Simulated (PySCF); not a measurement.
H$_{6}$BN, charge -1, doublet, at the geometry of the source list (a state made from the parent by changing its charge; the spin is typed, not shown lowest) (in this run its highest filled SCF level lies above zero, so its values depend strongly on the basis, on diffuse functions most of all). Base run: M062X/STO-3G in PySCF.

Input for PySCF:
```python
from pyscf import gto, scf, dft

mol = gto.M(
    atom='''
B    -0.82450000    0.10850000   -0.01790000
N     0.82090000   -0.11000000    0.01830000
H    -1.22580000   -0.63090000   -0.85970000
H    -0.98570000    1.25740000   -0.28830000
H    -1.20760000   -0.17230000    1.07380000
H     1.01810000   -1.06680000    0.28750000
H     1.21580000    0.53540000    0.69280000
H     1.18890000    0.07880000   -0.90660000
''',
    basis='sto-3g',
    charge=-1,
    spin=1,
    verbose=3,
)

mf = dft.UKS(mol)
mf.xc = 'm062x'
mf.kernel()
mf.analyze()
```

The base run was repeated with changes; each row names its change, and settings that it needs were set with it.

| change | E (Eh) | HOMO (eV) | <S^2> | core-seconds (rough) |
|---|---|---|---|---|
| base | -81.73174 | 13.48 | 0.751 | 2 |
| functional = r2scan | -81.70493 | 15.35 | 0.752 | 3 |
| functional = pbe0; dispersion = d4 | -81.65205 | 14.54 | 0.752 | 1 |
| functional = wb97x_v | -81.72455 | 12.35 | 0.751 | 100 |
| functional = blyp | -81.69701 | 15.35 | 0.751 | 1 |
| functional = camb3lyp | -81.69138 | 13.24 | 0.752 | 2 |
| functional = m06l | -81.71912 | 15.76 | 0.751 | 2 |
| functional = wb97x | -81.73055 | 12.36 | 0.751 | 2 |
| functional = b3lyp5 | -81.69554 | 14.66 | 0.751 | 2 |
| functional = pw91,pw91 | -81.71422 | 15.29 | 0.751 | 2 |
| functional = hf | -81.10629 | 12.42 | 0.761 | 0.2 |
| functional = pbe0; dispersion = d3bj | -81.65175 | 14.54 | 0.752 | 1 |
| functional = pw6b95 | -81.86216 | 14.26 | 0.751 | 2 |

Total energies compare only within one method and basis.

Open shells are given as the SCF converged; they aren't shown to be the lowest states, and a large step between rows can be another state.
